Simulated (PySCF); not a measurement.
## Exercise with solution: oscillator strength and radiative lifetime

Se(F)(SMe) (CH₃FSSe), SMILES CS[Se]F.

Geometry: PBE-D3(BJ)/def2-SVP. The values are those of a single conformer.

TDDFT-PBE/def2-SVPD in PySCF puts the first singlet state with f over 0.02 at 4.50 eV (vertical), with the transition dipole (-0.261, 0.358, 0.311) in atomic units.

Q: Find the oscillator strength, the wavelength and the radiative lifetime that this transition would have in vacuum if emission retraced absorption.

A: 
|μ|² = 0.2930 au, so |μ| = 1.38 D. ΔE = 4.50/27.211 = 0.1654 hartree. f = (2/3) ΔE |μ|² = 0.032 (the program prints 0.032).
λ = 1239.84/4.50 = 276 nm; ν = 36295 cm⁻¹.
Einstein's coefficient A = 0.6670 ν² f s⁻¹ (ν in cm⁻¹) = 2.8e7 s⁻¹, so τ = 1/A = 35 ns. This state is S3; the lower singlets have f = 0.000, 0.003. The figure is the radiative limit of this one transition; relaxation, internal conversion, crossing to triplets and a medium change what is measured.
